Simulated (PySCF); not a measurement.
# Mayer bond orders and bond lengths

C6H9N.
Numbering: `[CH2:1]=[CH:2][N:3]1[CH2:4][CH:5]=[CH:6][CH2:7]1` (hydrogens: H8, H9 on C1; H10 on C2; H11, H12 on C4; H13 on C5; H14 on C6; H15, H16 on C7)

Geometry (GFN2-xTB, Å), atoms numbered from 1 in this order:
```xyz
16
C6H9N angstrom
C      2.3990   -0.6588    0.6168
C      1.6237    0.0944   -0.1611
N      0.2725    0.2475   -0.0508
C     -0.5406   -0.5652    0.8266
C     -1.9327   -0.2610    0.3711
C     -1.9253    0.5599   -0.6643
C     -0.5254    0.9233   -1.0510
H      3.4609   -0.6885    0.4619
H      2.0110   -1.2524    1.4239
H      2.0603    0.6849   -0.9565
H     -0.3824   -0.2898    1.8789
H     -0.3052   -1.6362    0.7241
H     -2.7914   -0.6875    0.8569
H     -2.7756    0.9453   -1.1972
H     -0.2915    0.5820   -2.0718
H     -0.3649    2.0111   -1.0191
```

Bond orders from the PBE0/pcSseg-1 density (PySCF). The structure is a single GFN2-xTB conformer in the gas phase; no vibrational or solvent corrections.

Problem. Where do the orders between heavy atoms depart from those drawn in the SMILES?

Solution. The largest departure is 0.143, at C1–C2 (drawn double, 1.857).

Problem. Give the Mayer order of every bond, beside its length.

Solution. 
```
  bond  drawn as  length (Å)  Mayer order
 C1–C2    double       1.332        1.857
 C2–N3    single       1.364        1.087
 N3–C4    single       1.446        0.929
 C4–C5    single       1.496        1.037
 C5–C6    double       1.321        1.889
 C6–C7    single       1.497        1.036
 C7–N3    single       1.447        0.932
 C1–H8    single       1.074        0.951
 C1–H9    single       1.074        0.951
C2–H10    single       1.083        0.958
C4–H11    single       1.099        0.929
C4–H12    single       1.101        0.921
C5–H13    single       1.075        0.980
C6–H14    single       1.075        0.980
C7–H15    single       1.102        0.929
C7–H16    single       1.100        0.933
```

By pair of heavy elements: C–C: lowest C6–C7 and C4–C5 (1.036, 1.497 Å), highest C5–C6 (1.889, 1.321 Å). C–N: lowest N3–C4 and C7–N3 (0.929, 1.446 Å), highest C2–N3 (1.087, 1.364 Å). Bonds named together lie within 0.004.

Problem. Sum the orders of all bonds at each heavy atom with more than one neighbour and set the sums beside the valence in the SMILES.

Solution. C1 3.759 (drawn 4), C2 3.902 (drawn 4), N3 2.948 (drawn 3), C4 3.816 (drawn 4), C5 3.906 (drawn 4), C6 3.905 (drawn 4), C7 3.830 (drawn 4). Orders between atoms that aren't bonded are not in these sums.

For a closed shell the Mayer order of atoms A and B is Σ (PS)μν (PS)νμ over the basis functions μ on A and ν on B, with P the density and S the overlap matrix.

These values come from a run that also computed NMR shieldings. On one thread of an Arm Neoverse V1, shared host with 32 logical CPUs at a one-minute load of 24, this took 20 s and 0.74 GiB of memory at its peak.
